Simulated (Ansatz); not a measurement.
Species: ZrH$_{4}$S, charge 0, singlet. ZrH4S (SMILES [SH][ZrH3]).
B3LYP-D3(BJ)/def2-TZVP minimum from Ansatz (a program for electronic structure):
```
Zr
H 1 1.8482
H 1 1.8482 2 109.02
H 1 1.8518 2 111.39 3 -123.33
S 1 2.4228 2 108.09 3 117.27
H 5 1.3548 1 86.83 2 121.07
```

Total energies in def2-SVP, 14 correlated electrons, 9 frozen orbitals. Open shells are spin-unrestricted; no spin-orbit coupling. Cores are frozen in correlated methods (noble-gas shells, and filled d and f shells in the p block). Past Kr the def2 sets carry scalar-relativistic core potentials.

```json
[
 {"method": "HF", "program": "Ansatz", "energy (Eh)": "-446.24135", "minus CCSDT(Q) (mEh)": "288.12"},
 {"method": "MP2", "program": "Ansatz", "energy (Eh)": "-446.48136", "minus CCSDT(Q) (mEh)": "48.12"},
 {"method": "CCSD", "program": "Ansatz", "energy (Eh)": "-446.51896", "minus CCSDT(Q) (mEh)": "10.52"},
 {"method": "CCSD(T)", "program": "Ansatz", "energy (Eh)": "-446.52796", "minus CCSDT(Q) (mEh)": "1.51"},
 {"method": "CCSDT(Q)", "program": "Ansatz", "energy (Eh)": "-446.52948", "minus CCSDT(Q) (mEh)": "0.00"}
]
```

Rough core times of Ansatz's runs on a shared machine: CCSD(T) under 20 s, CCSDT(Q) 2 min.
